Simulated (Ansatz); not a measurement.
BH$_{5}$OSeSn (`O[B]([SeH])[SnH3]`). Total charge 0; spin multiplicity 1. Sn: def2 effective core potential.

```csv
atom,x (Å),y (Å),z (Å)
O1,-0.853,0.492,-1.560
B2,-0.144,0.616,-0.414
Se3,0.472,2.377,0.121
Sn4,0.351,-1.160,0.910
H5,-1.122,-0.407,-1.764
H6,-0.104,3.092,-1.029
H7,-0.218,-2.579,0.127
H8,2.026,-1.351,1.173
H9,-0.408,-1.080,2.436
```

(1) What are the harmonic wavenumbers in cm⁻¹ at PBE0-D4/def2-TZVP (Ansatz, finite differences of forces, unscaled)? (An estimate is asked.)

(2) Is this a minimum?

(3) Give the ideal-gas thermochemistry at 298.15 K and 1 bar (rigid rotor, harmonic oscillator; point group C1, symmetry number 1).

(4) And at 400, 500, 600, 800 and 1000 K?

## Answers

(1) Ansatz gave: 34, 95, 213, 263, 342, 357, 393, 492, 561, 652, 684, 733, 735, 781, 1092, 1323, 1902, 1940, 1943, 2419, 3868.

(2) Yes, all 21 modes are real.

(3) Zero-point energy 124.5 kJ/mol; H(298) − E = 146.7 kJ/mol; entropy 378.0 J/(mol·K), of which translation 176.7, rotation 122.6, vibration 78.8; G(298) − E = 34.0 kJ/mol. Modes under 100 cm⁻¹ are hindered rotations or soft bends, so the harmonic entropy is rough.

(4) 
```
T (K)  H − E (kJ/mol)  S (J/mol/K)  G − E (kJ/mol)
  400           159.1        413.7            -6.4
  500           172.7        444.0           -49.3
  600           187.4        470.8           -95.1
  800           219.2        516.4          -194.0
 1000           253.4        554.6          -301.2
```
